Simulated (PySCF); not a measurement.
A GIAO shielding run with PySCF 2.14.0 with density-fitted response routines (density fitting, non-relativistic, gas phase) on SMILES C=CC[C@@]1(C(=C)C)C[SiH2]1, C₈H₁₄Si:

```
$ OMP_NUM_THREADS=1 python probes_run.py task.json out

{"job": {"kind": "nmr", "xc": "PBE0", "basis": "pcSseg-1"}, "charge": 0, "multiplicity": 1}
C      2.759260     1.042386     0.297829
C      1.954094     0.297627    -0.435747
C      1.111545    -0.822101     0.088989
C     -0.350147    -0.587283    -0.275185
C     -0.907210     0.669735     0.278687
C     -1.536638     1.594586    -0.435413
C     -0.741723     0.839507     1.763597
C     -0.733843    -1.027727    -1.694023
Si    -1.507039    -2.102665    -0.362367
H      2.885929     0.871509     1.355113
H      3.335205     1.849055    -0.122978
H      1.845307     0.493489    -1.494413
H      1.239242    -0.909096     1.169330
H      1.441050    -1.762663    -0.362701
H     -1.943590     2.477542     0.027880
H     -1.655735     1.534131    -1.502336
H      0.276672     1.146800     1.997125
H     -1.418264     1.602515     2.139680
H     -0.944011    -0.097324     2.280865
H     -1.358600    -0.360450    -2.267855
H      0.079514    -1.410709    -2.295530
H     -0.930404    -3.410677    -0.102937
H     -2.905367    -1.901203    -0.037532
```

Hardware: 1 thread of an Arm Neoverse N1, shared host. The job also computes population analyses, field gradients, ring-centre shieldings.

Q: How large is the calculation?

A: 76 electrons, 230 basis functions and 1209 auxiliary functions.

Q: How long does it take, and how much memory does it need?

A: 94 s of wall time, with 14 SCF cycles and 5 response iterations; peak memory 1.1 GiB. Times on a shared host scatter by some tens of per cent.
